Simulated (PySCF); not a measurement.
SiHF, SMILES F[SiH] (connectivity only; charge and spin as stated), neutral, multiplicity 1.

Coordinates come from a r2SCAN-D4/def2-TZVPD optimisation. The isomer is the one that the SMILES or the coordinates give; other isomers of the formula were not compared.

Two levels are set side by side: PBE/def2-TZVPD (PySCF) and B3LYP/def2-TZVPD (PySCF). Same geometry, gas phase. Differences are taken from unrounded values.

| quantity | B3LYP |
|---|---|
| orbital gap (eV) | 3.94 |
| highest occupied level (eV) | -6.86 |
| lowest empty level (eV) | -2.92 |
| dipole moment (D) | 1.01 |
| mean polarisability (bohr³) | 32.7 |

Q: What does PBE give, and how far is it from B3LYP? (An estimate is asked for; the answer gives what the named calculation found.)

A: 
| quantity | PBE | PBE minus B3LYP |
|---|---|---|
| orbital gap (eV) | 2.31 | -1.63 |
| highest occupied level (eV) | -5.89 | 0.96 |
| lowest empty level (eV) | -3.59 | -0.67 |
| dipole moment (D) | 0.87 | -0.14 |
| mean polarisability (bohr³) | 33.7 | 1.0 |

PBE's occupied levels lie high since its potential decays too fast outside the molecule; exact exchange lowers them and widens the gap. Differences between two approximate levels are no errors against the true value.

Rough cost on one machine, each run with all the roots and properties that it gave: B3LYP against PBE within a factor of 2.
